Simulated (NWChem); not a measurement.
System: AlCl, singlet; SMILES [Al][Cl]

```xyz
2

Al     0.0000     0.0000    -1.2092
Cl     0.0000     0.0000     0.9377
```
Atoms are numbered in this order, from 1.

Low-valent species are run as closed-shell singlets; no triplet was tried in these runs. Structure relaxed at the PBE0/def2-SVP level.

Problem. List the 4 lowest vertical singlet excitations from CAM-B3LYP/6-31+G* (spherical d), TDA (NWChem).

Solution. 
| state | energy (eV) | oscillator strength | leading excitation (squared amplitude) |
|---|---|---|---|
| S1 | 4.94 | 0.298 | HOMO → LUMO (0.96) |
| S2 | 4.94 | 0.298 | HOMO → LUMO+1 (0.96) |
| S3 | 6.40 | 0.000 | HOMO−2 → LUMO (0.34) |
| S4 | 6.43 | 0.383 | HOMO → LUMO+2 (0.86) |
